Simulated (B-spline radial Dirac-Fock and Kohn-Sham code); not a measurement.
Elastic scattering of 500 eV electrons by neutral neodymium

Level of theory: relativistic (Dirac) partial waves in the static field of the Dirac-Fock atom with Furness-McCarthy exchange, without polarisation or absorption potentials; a B-spline atomic structure program.

| θ (°) | dσ/dΩ (a₀²/sr) | Sherman function |
| --- | --- | --- |
| 0 | 340 | 0.000 |
| 1 | 326 | 0.000 |
| 2 | 288 | 0.000 |
| 3 | 238 | 0.000 |
| 5 | 139 | 0.000 |
| 7 | 74.6 | 0.000 |
| 10 | 31.6 | 0.000 |
| 15 | 10.2 | 0.002 |
| 20 | 4.29 | 0.006 |
| 25 | 2.44 | 0.010 |
| 30 | 1.65 | 0.008 |
| 40 | 0.710 | -0.017 |
| 50 | 0.282 | -0.061 |
| 60 | 0.288 | 0.002 |
| 70 | 0.372 | 0.058 |
| 80 | 0.255 | 0.101 |
| 90 | 0.0441 | 0.236 |
| 100 | 0.0423 | -0.264 |
| 110 | 0.305 | -0.074 |
| 120 | 0.523 | -0.037 |
| 130 | 0.407 | -0.025 |
| 140 | 0.108 | -0.057 |
| 150 | 0.119 | -0.082 |
| 160 | 0.711 | -0.020 |
| 170 | 1.55 | -0.007 |
| 180 | 1.94 | 0.000 |

The total elastic cross section is 18.4 a₀², the first transport cross section 4.38 a₀² and the second, weighted with (3/2) sin²θ, 4.19 a₀². The mean deflection is ⟨1 − cos θ⟩ = 0.239, and 11 % of the collisions scatter beyond 90°.

On this grid of angles the cross section has minima near 50°, 100°, 140°, from interference among the few low partial waves with large phase shifts.

Values without a named source are computed, but for edge energies of neutral atoms, which are taken from tables.
